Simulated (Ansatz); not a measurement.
`NC(=O)[SiH2]F` and `CCC(N)=O` differ in one atom or group.

Ansatz, PBE0-D4/def2-TZVP geometries, multiplicity 1. Each molecule was computed in one conformer, which needn't be the lowest.

| property | `NC(=O)[SiH2]F` |
| --- | --- |
| ideal-gas entropy at 298 K and 1 bar (rigid rotor, harmonic PBE0-D4/def2-TZVP) / J/(mol·K) | 332 |
| size of the dipole moment (B3LYP/def2-TZVPP) / D | 2.55 |
| LUMO energy (B3LYP/def2-TZVPP) / eV | -0.68 |
| HOMO–LUMO gap (B3LYP/def2-TZVPP) / eV | 6.44 |
| size of the dipole moment (PBE/def2-TZVPP) / D | 2.53 |
| HOMO energy (B3LYP/def2-TZVPP) / eV | -7.12 |

Q: Give the same properties after the change, and the shifts. (An estimate is asked.)

A: Ansatz gave: 
```json
{"property": "ideal-gas entropy at 298 K and 1 bar (rigid rotor, harmonic PBE0-D4/def2-TZVP) / J/(mol·K)", "`CCC(N)=O`": "333", "shift": "1"}
{"property": "size of the dipole moment (B3LYP/def2-TZVPP) / D", "`CCC(N)=O`": "3.73", "shift": "1.18"}
{"property": "LUMO energy (B3LYP/def2-TZVPP) / eV", "`CCC(N)=O`": "0.45", "shift": "1.13"}
{"property": "HOMO–LUMO gap (B3LYP/def2-TZVPP) / eV", "`CCC(N)=O`": "7.50", "shift": "1.06"}
{"property": "size of the dipole moment (PBE/def2-TZVPP) / D", "`CCC(N)=O`": "3.61", "shift": "1.08"}
{"property": "HOMO energy (B3LYP/def2-TZVPP) / eV", "`CCC(N)=O`": "-7.05", "shift": "0.07"}
```

With PBE0 the HOMO rises by 0.05 eV and the LUMO rises by 1.21 eV, so the gap widens by about 1.16 eV. PBE moves the HOMO by 0.18 eV and ωB97M-V by -0.05 eV. The zero-point energy changes by 120.9 kJ/mol with +9 modes. Dipoles are sizes alone; their direction can turn. Modes under 60 cm⁻¹, often nearly free rotors, make the harmonic entropy too high.

B3LYP here is the variant with VWN-RPA as its local correlation; programs differ in this.
